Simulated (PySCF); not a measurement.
# Electron correlation in B (boron, neutral)

[He] 2s2 2p1, 2P determinant. All numbers are calculated (PySCF 2.14, the non-relativistic Hamiltonian (point nucleus), in aug-cc-pVTZ with one added diffuse shell each of s, p, d, f type (6s5p4d3f, 62 functions)). Frozen: 1s2; 3 electrons correlated.

```
  level  correlation energy (mhartree)
   CCSD                         -64.94
    (T)                          -1.36
CCSD(T)                         -66.30
```

Diagnostics: T1 = 0.014, D1 = 0.0274, largest double amplitude 0.065.

Cost of the coupled-cluster step: of the order of 4 core-seconds, for 3 correlated electrons.

Iterations:

```
CC2 = 0
CCSD nocc = (np.int64(2), np.int64(1)), nmo = (61, 61)
frozen orbitals [[0], [0]]
max_cycle = 100
direct = 0
conv_tol = 1e-08
conv_tol_normt = 1e-06
diis_space = 8
diis_start_cycle = 0
Init t2, MP2 energy = -0.044434495986135
Init E_corr(UCCSD) = -0.0444344959866735
cycle = 1  E_corr(UCCSD) = -0.0560137736133852  dE = -0.0115792776  norm(t1,t2) = 0.0601253
cycle = 2  E_corr(UCCSD) = -0.0605393088953243  dE = -0.00452553528  norm(t1,t2) = 0.0300918
cycle = 3  E_corr(UCCSD) = -0.0649472801203729  dE = -0.00440797123  norm(t1,t2) = 0.0162947
cycle = 4  E_corr(UCCSD) = -0.0649015222570422  dE = 4.57578633e-05  norm(t1,t2) = 0.00210004
cycle = 5  E_corr(UCCSD) = -0.0649571735909361  dE = -5.56513339e-05  norm(t1,t2) = 0.000367911
cycle = 6  E_corr(UCCSD) = -0.0649358343621458  dE = 2.13392288e-05  norm(t1,t2) = 0.000102336
cycle = 7  E_corr(UCCSD) = -0.0649377290527655  dE = -1.89469062e-06  norm(t1,t2) = 3.43458e-05
cycle = 8  E_corr(UCCSD) = -0.0649402097328177  dE = -2.48068005e-06  norm(t1,t2) = 1.06072e-05
cycle = 9  E_corr(UCCSD) = -0.0649394529922853  dE = 7.56740532e-07  norm(t1,t2) = 3.64272e-06
cycle = 10  E_corr(UCCSD) = -0.0649394177639988  dE = 3.52282865e-08  norm(t1,t2) = 7.65664e-07
cycle = 11  E_corr(UCCSD) = -0.0649394170692867  dE = 6.94712191e-10  norm(t1,t2) = 2.75775e-07
UCCSD converged
E(UCCSD) = -24.59711632751233  E_corr = -0.06493941706928666
UCCSD(T) correction = -0.00135802655320518
```
